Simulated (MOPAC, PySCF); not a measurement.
H5AlN2, SMILES `[AlH]([NH2])[NH2]` (H–N–Al–N torsion 0°, N–Al–N–H torsion 0°), neutral singlet in the gas phase. 

Z-matrix (Å, degrees):
```
Al
N 1 1.7706
H 2 1.0078 1 126.58
H 2 1.0079 3 109.68 1 -180.00
N 1 1.7706 2 120.14 3 -0.01
H 5 1.0078 1 126.57 2 0.00
H 5 1.0079 6 109.68 1 180.00
H 1 1.5788 2 119.93 3 -180.00
```
Charge 0, spin multiplicity 1.

All levels are single points at this geometry (r2SCAN-D4/def2-TZVP); Pople sets use spherical d functions. Orbital energies aren't observables, and empty levels follow the basis.

```json
[
 {"level": "r2SCAN-D4/def2-TZVP in PySCF", "HOMO (eV)": "-5.80", "LUMO (eV)": "0.15", "gap (eV)": "5.95", "dipole (D)": "1.30", "vertical IE, Delta-SCF (eV)": "8.86"},
 {"level": "B3LYP/6-31G* in PySCF", "HOMO (eV)": "-6.23", "LUMO (eV)": "0.61", "gap (eV)": "6.84", "dipole (D)": "1.41", "vertical IE, Delta-SCF (eV)": "8.74"},
 {"level": "B3LYP/LANL2DZ in PySCF", "HOMO (eV)": "-6.35", "LUMO (eV)": "0.48", "gap (eV)": "6.83", "dipole (D)": "1.25", "vertical IE, Delta-SCF (eV)": "–"},
 {"level": "M06-2X/6-31G* in PySCF", "HOMO (eV)": "-7.93", "LUMO (eV)": "1.39", "gap (eV)": "9.32", "dipole (D)": "1.32", "vertical IE, Delta-SCF (eV)": "–"},
 {"level": "HF/6-31G* in PySCF", "HOMO (eV)": "-10.13", "LUMO (eV)": "3.32", "gap (eV)": "13.45", "dipole (D)": "1.19", "vertical IE, Delta-SCF (eV)": "–"},
 {"level": "PM6 in MOPAC", "HOMO (eV)": "-8.80", "LUMO (eV)": "2.80", "gap (eV)": "11.60", "dipole (D)": "0.73", "vertical IE, Delta-SCF (eV)": "–"}
]
```
